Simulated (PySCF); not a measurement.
Compound: C7H4F4.
Bonds: F1–C2, C2–C3 (aromatic), C3–C4 (aromatic), C4–C5 (aromatic), C5–C6 (aromatic), C6–C7 (aromatic), C7–C8, C8–F9, C8–F10, C8–F11, C2–C7 (aromatic). Hydrogens: H12 on C3; H13 on C4; H14 on C5; H15 on C6.

The same species was optimised twice, with GFN2-xTB and with PBE0-D3(BJ)/def2-SVP (PySCF), and the same property calculations (PySCF, gas phase) were run on both structures.

```json
{"coordinate": "F1–C2 (Å)", "GFN2-xTB": "1.339", "PBE0-D3(BJ)/def2-SVP": "1.328", "change": "-0.011"}
{"coordinate": "C3–C4 (Å)", "GFN2-xTB": "1.384", "PBE0-D3(BJ)/def2-SVP": "1.393", "change": "+0.009"}
{"coordinate": "C5–C6 (Å)", "GFN2-xTB": "1.384", "PBE0-D3(BJ)/def2-SVP": "1.393", "change": "+0.009"}
{"coordinate": "C4–C5 (Å)", "GFN2-xTB": "1.385", "PBE0-D3(BJ)/def2-SVP": "1.394", "change": "+0.009"}
{"coordinate": "C8–F10 (Å)", "GFN2-xTB": "1.342", "PBE0-D3(BJ)/def2-SVP": "1.334", "change": "-0.008"}
{"coordinate": "C8–F9 (Å)", "GFN2-xTB": "1.342", "PBE0-D3(BJ)/def2-SVP": "1.335", "change": "-0.007"}
{"coordinate": "C6–C7 (Å)", "GFN2-xTB": "1.389", "PBE0-D3(BJ)/def2-SVP": "1.395", "change": "+0.006"}
{"coordinate": "C8–F11 (Å)", "GFN2-xTB": "1.341", "PBE0-D3(BJ)/def2-SVP": "1.336", "change": "-0.005"}
{"coordinate": "C2–C7 (Å)", "GFN2-xTB": "1.392", "PBE0-D3(BJ)/def2-SVP": "1.397", "change": "+0.005"}
{"coordinate": "C2–C3 (Å)", "GFN2-xTB": "1.383", "PBE0-D3(BJ)/def2-SVP": "1.388", "change": "+0.005"}
{"coordinate": "C7–C8 (Å)", "GFN2-xTB": "1.505", "PBE0-D3(BJ)/def2-SVP": "1.505", "change": "0.000"}
{"coordinate": "F9–C8–F11 (°)", "GFN2-xTB": "106.3", "PBE0-D3(BJ)/def2-SVP": "107.4", "change": "+1.1"}
{"coordinate": "F10–C8–F11 (°)", "GFN2-xTB": "106.3", "PBE0-D3(BJ)/def2-SVP": "107.4", "change": "+1.1"}
{"coordinate": "C7–C8–F11 (°)", "GFN2-xTB": "112.3", "PBE0-D3(BJ)/def2-SVP": "111.3", "change": "-1.0"}
{"coordinate": "C7–C8–F9 (°)", "GFN2-xTB": "112.4", "PBE0-D3(BJ)/def2-SVP": "111.5", "change": "-0.9"}
{"coordinate": "C7–C8–F10 (°)", "GFN2-xTB": "112.4", "PBE0-D3(BJ)/def2-SVP": "111.7", "change": "-0.7"}
{"coordinate": "F9–C8–F10 (°)", "GFN2-xTB": "106.7", "PBE0-D3(BJ)/def2-SVP": "107.3", "change": "+0.6"}
{"coordinate": "C5–C6–C7 (°)", "GFN2-xTB": "120.0", "PBE0-D3(BJ)/def2-SVP": "120.6", "change": "+0.6"}
{"coordinate": "C4–C5–C6 (°)", "GFN2-xTB": "120.3", "PBE0-D3(BJ)/def2-SVP": "119.8", "change": "-0.5"}
{"coordinate": "C6–C7–C8–F9 (°)", "GFN2-xTB": "-120", "PBE0-D3(BJ)/def2-SVP": "-120", "change": "0"}
```

Rotational constants: A = 1915, B = 939.7, C = 708.2 MHz (GFN2-xTB) against A = 1911, B = 942.0, C = 708.7 MHz (PBE0-D3(BJ)/def2-SVP). Point groups within 0.08 Å: Cs and Cs. Atoms that the bonding makes alike are paired by their places after alignment.

On the GFN2-xTB structure: HOMO (eV) -7.84 [PBE0/pcSseg-1]; LUMO (eV) -1.24 [PBE0/pcSseg-1]; dipole (D) 3.75 [PBE0/pcSseg-1]; GIAO shielding of F1 (ppm) 284.2 [PBE0/pcSseg-1]; GIAO shielding of C2 (ppm) 16.1 [PBE0/pcSseg-1]; GIAO shielding of C3 (ppm) 63.9 [PBE0/pcSseg-1]; GIAO shielding of C4 (ppm) 47.4 [PBE0/pcSseg-1]; GIAO shielding of C5 (ppm) 58.2 [PBE0/pcSseg-1]; GIAO shielding of C6 (ppm) 53.4 [PBE0/pcSseg-1]; GIAO shielding of C7 (ppm) 61.1 [PBE0/pcSseg-1]; GIAO shielding of C8 (ppm) 54.6 [PBE0/pcSseg-1].

What do these properties become on the PBE0-D3(BJ)/def2-SVP structure?

```
                                    property          level  on GFN2-xTB  on PBE0-D3(BJ)/def2-SVP  change
                                   HOMO (eV)  PBE0/pcSseg-1        -7.84                    -7.76   +0.08
                                   LUMO (eV)  PBE0/pcSseg-1        -1.24                    -1.21   +0.03
                                  dipole (D)  PBE0/pcSseg-1         3.75                     3.51   -0.24
energy, GFN2-xTB geometry as zero (kcal/mol)  PBE0/pcSseg-1          0.0                     -0.2    -0.2
                  GIAO shielding of F1 (ppm)  PBE0/pcSseg-1        284.2                    285.2    +1.0
                  GIAO shielding of C2 (ppm)  PBE0/pcSseg-1         16.1                     16.2    +0.1
                  GIAO shielding of C3 (ppm)  PBE0/pcSseg-1         63.9                     62.5    -1.4
                  GIAO shielding of C4 (ppm)  PBE0/pcSseg-1         47.4                     45.1    -2.3
                  GIAO shielding of C5 (ppm)  PBE0/pcSseg-1         58.2                     56.3    -1.9
                  GIAO shielding of C6 (ppm)  PBE0/pcSseg-1         53.4                     51.3    -2.1
                  GIAO shielding of C7 (ppm)  PBE0/pcSseg-1         61.1                     59.4    -1.7
                  GIAO shielding of C8 (ppm)  PBE0/pcSseg-1         54.6                     56.7    +2.1
```

The heavy atoms differ by 0.010 Å rms after alignment (one structure mirrored). Among bonds between heavy atoms F1–C2 changes most (-0.011 Å). Changes are differences of the printed values. Neither structure is proved a minimum here.

Shape of the structure used: `[F:1][c:2]1[cH:3][cH:4][cH:5][cH:6][c:7]1[C:8]([F:9])([F:10])[F:11]`: C6–C7–C8–F9 -120°.
